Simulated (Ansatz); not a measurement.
`CC[O][In]([F])[F]` + HCl → `[F][In]([F])[Cl]` + `CCO` at 700 K and 1 bar (ligand exchange at the In–O bond).

Gas-phase electronic energies from Ansatz, PBE0-D4/def2-TZVP geometries. CCSD(T)/CBS is the MP2 limit (def2-TZVPP, def2-QZVPP) plus CCSD(T) − MP2 in def2-TZVPP, frozen cores. This one scheme is used for every species. Elements past krypton have def2 core potentials. For In outer-core shells are correlated without core-valence functions, which leaves a few kJ/mol of doubt a bond. Each species was taken in one conformer, which may not be the lowest.

```tsv
species	CCSD(T)/CBS energy (Eh)	H − E (kJ/mol)	S (J/(mol·K))
`CC[O][In]([F])[F]`	-543.74993	278.4	527.1
HCl	-460.38127	38.4	211.8
`[F][In]([F])[Cl]`	-849.27843	60.1	394.7
`CCO`	-154.88256	262.0	346.5
```

H − E and S are ideal-gas, rigid-rotor, harmonic terms from PBE0-D4/def2-TZVP, for one conformer and one mirror image of each species. 1 Eh = 2625.50 kJ/mol, R = 8.31446 J/(mol·K).

Q: By hand: ΔE, ΔH, ΔS and ΔG.

A: ΔE = (-849.27843) + (-154.88256) − (-543.74993) − (-460.38127) = -0.02979 Eh = -78.2 kJ/mol. Δ(H − E) = 60.1 + 262.0 − 278.4 − 38.4 = 5.3, so ΔH = -72.9 kJ/mol. ΔS = 394.7 + 346.5 − 527.1 − 211.8 = 2.3 J/(mol·K). ΔG = -72.9 − 700 × (2.3)/1000 = -74.5 kJ/mol.

Q: By hand: the equilibrium constant, and the temperature at which ΔG would vanish if ΔH and ΔS stayed fixed.

A: log₁₀ K = −ΔG/(RT ln 10) = 5.6. ΔH and −TΔS have one sign here, so there is no such temperature. One of them is within its doubt of zero, so this could turn.

The number of gas molecules stays the same, so ΔS is small and ΔH decides. A doubt of 5 kJ/mol in ΔE shifts log₁₀ K by 0.4 here. Other conformers and mirror images would add mixing entropy, several J/(mol·K) or more a flexible species. Modes under 60 cm⁻¹, often nearly free rotors, make the harmonic entropy too high. These are equilibria of isolated gas molecules and say nothing of rates. Largest T1 diagnostic: 0.017 (customary marks: 0.02 for closed shells, 0.045 for open ones).
